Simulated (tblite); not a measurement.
CH11ClSi4.
Structure used (GFN2-xTB), in Å, numbered top down from 1:
```xyz
17
CH11ClSi4 angstrom
Si    -2.8561   -0.4304    0.6770
Si    -1.0145   -1.2890   -0.4422
Si     0.8122    0.1166   -0.8172
Si     2.8901   -0.4302    0.0782
C      0.3275    1.8371   -0.0960
Cl    -0.0122    1.6468    1.6493
H     -4.0923   -1.1711    0.4054
H     -2.6678   -0.4460    2.1270
H     -3.1193    0.9552    0.2765
H     -0.4927   -2.4673    0.2752
H     -1.4242   -1.8567   -1.7397
H      0.9554    0.4504   -2.2546
H      3.9908   -0.2826   -0.8795
H      2.8973   -1.8316    0.5072
H      3.2496    0.3809    1.2429
H      1.1213    2.5753   -0.1787
H     -0.5723    2.2548   -0.5419
```

Computed values, GFN2-xTB/tblite, gas phase, harmonic and unscaled. This tight-binding method is rough: wavenumbers can miss measured ones by several per cent, in bad cases by 10 to 20. Modes of hydrogen on silicon can be 10 to 20 % off. One conformer, not necessarily the lowest. The optimisation stopped once no atom felt more than 0.01 eV/Å.

Lowest wavenumbers of the output (negative numbers stand for imaginary wavenumbers):
```
mode    cm-1
  1     -28.4
  2      13.7
  3      50.6
  4      65.2
  5      94.1
  6     103.3
  7     104.8
  8     158.6
  9     236.5
 10     328.5
```

**Question.** Is this structure a minimum?

**Answer.** Not by this Hessian. 1 mode is imaginary beyond 20i (28i cm⁻¹), so at this level the point lies at or near a first-order saddle. The curvature is small, so loose convergence or finite differences may be the whole cause.

**Question.** Which atoms move in the imaginary mode?

**Answer.** 28i: H14 (Si–H hydrogen) 34 %, H13 (Si–H hydrogen) 31 %, H15 (Si–H hydrogen) 31 %. These are shares of the mass-weighted motion.

**Question.** What is the remedy?

**Answer.** Step along that mode in both directions, optimise again with tighter thresholds and repeat the frequencies. The zero-point energy of this point (62.7 kcal/mol) counts the 44 real modes alone, and thermal corrections from it aren't those of a minimum.
